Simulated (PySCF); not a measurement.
# Structure and vertical S1–T1 gap

The calculation used TDA CAM-B3LYP/def2-TZVPD excited states, vertical, gas phase in PySCF. Geometry: PBE0-D3(BJ)/def2-TZVP.

Each molecule in one low-energy conformer.

Scalar relativity is left out, which matters for the atoms heavier than Zn.

**Question.** How does the vertical S1–T1 gap change along this series?
- CC=C=C(F)Cl (H replaced by Cl)
- CC(C)=C=CF (H replaced by CH3)
- CC=C=C(F)Br (H replaced by Br)

**Answer.** 
| molecule | S1 (eV) | S1 from | f(S1) | T1 (eV) | T1 from | S1 − T1 (eV) | S0–T1 spin-orbit coupling (cm⁻¹) | S1–T1 spin-orbit coupling (cm⁻¹) |
| --- | --- | --- | --- | --- | --- | --- | --- | --- |
| CC=C=C(F)Cl | 4.76 | HOMO→LUMO | 0.000 | 4.26 | HOMO−1→LUMO | 0.51 | 14.12 | 25.76 |
| CC(C)=C=CF | 5.28 | HOMO→LUMO / HOMO→LUMO+1 | 0.002 | 4.34 | HOMO−1→LUMO / HOMO−1→LUMO+1 | 0.95 | 0.07 | 7.12 |
| CC=C=C(F)Br | 4.57 | HOMO→LUMO | 0.000 | 4.16 | HOMO→LUMO | 0.41 | 424.52 | 5.57 |

The vertical S1–T1 gap is lowest for CC=C=C(F)Br and highest for CC(C)=C=CF.
